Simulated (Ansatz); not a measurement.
Geometry optimisation, Ansatz 0.2.0, RKS B3LYP-D4/6-31G*.

input.yaml

```yaml
crystal:
  periodic: [false, false, false]
  atoms:
    - { symbol: Si, position_ang: [0.371717, 0.068633, -0.154343] }
    - { symbol: F, position_ang: [0.471259, -0.645943, 1.283511] }
    - { symbol: H, position_ang: [1.767276, 0.117981, -0.676978] }
    - { symbol: H, position_ang: [-0.129663, 1.45946, -0.035706] }
    - { symbol: H, position_ang: [-0.443674, -0.748773, -1.087562] }
    - { symbol: "N", position_ang: [-2.286679, -0.23188, 1.248385] }
    - { symbol: H, position_ang: [-3.019702, -0.788758, 0.819709] }
    - { symbol: Si, position_ang: [-2.770484, 1.177745, 2.160439] }
    - { symbol: H, position_ang: [-3.556905, 0.915801, 3.405716] }
    - { symbol: H, position_ang: [-1.533445, 1.901741, 2.549586] }
    - { symbol: H, position_ang: [-3.610342, 2.027132, 1.273893] }
    - { symbol: H, position_ang: [-1.597559, -0.853039, 1.705648] }
basis:
  gaussian: { orbitals: "6-31G*" }
hamiltonian:
  xc: b3lyp
  dispersion: d4
relax:
  f_tol: 0.03
  max_steps: 50
output:
  orbitals: {}
```

Command:

```bash
$ ansatz run input.yaml --threads 2 --pin off --max-ram 3072MiB --backend cpu --events-out ev --progress --plain --runs-dir out
```

Question: Where does it end, and by what steps?

Answer: The forces met the threshold. After 15 steps the energy has fallen by 0.019 eV; F2 moved furthest, 0.35 Å.

| step | energy less start (eV) | largest force component (eV/Å) | accepted |
| --- | --- | --- | --- |
| 0 | 0.0000 | 0.586 | yes |
| 1 | -0.0138 | 0.247 | yes |
| 2 | -0.0159 | 0.099 | yes |
| 3 | -0.0164 | 0.033 | yes |
| 4 | -0.0167 | 0.038 | yes |
| 5 | -0.0170 | 0.044 | yes |
| 6 | -0.0172 | 0.056 | yes |
| 7 | -0.0174 | 0.037 | yes |
| 8 | -0.0177 | 0.037 | yes |
| 9 | -0.0181 | 0.039 | yes |
| 10 | -0.0183 | 0.034 | yes |
| 11 | -0.0184 | 0.032 | yes |
| 12 | -0.0186 | 0.038 | yes |
| 13 | -0.0186 | 0.052 | yes |
| 14 | -0.0187 | 0.031 | yes |
| 15 | -0.0187 | 0.017 | yes |

```xyz
12
Properties=species:S:1:pos:R:3
Si 0.410 0.042 -0.201
F 0.547 -0.929 1.095
H 1.754 0.054 -0.844
H 0.075 1.425 0.209
H -0.566 -0.509 -1.170
N -2.222 -0.224 1.378
H -2.877 -0.847 0.917
Si -2.854 1.204 2.152
H -3.722 0.981 3.349
H -1.695 2.026 2.586
H -3.666 1.942 1.149
H -1.521 -0.766 1.871
```

Run time: 40 s on 2 threads of Arm Neoverse V1, with other jobs on the host, peak memory 0.17 GiB.
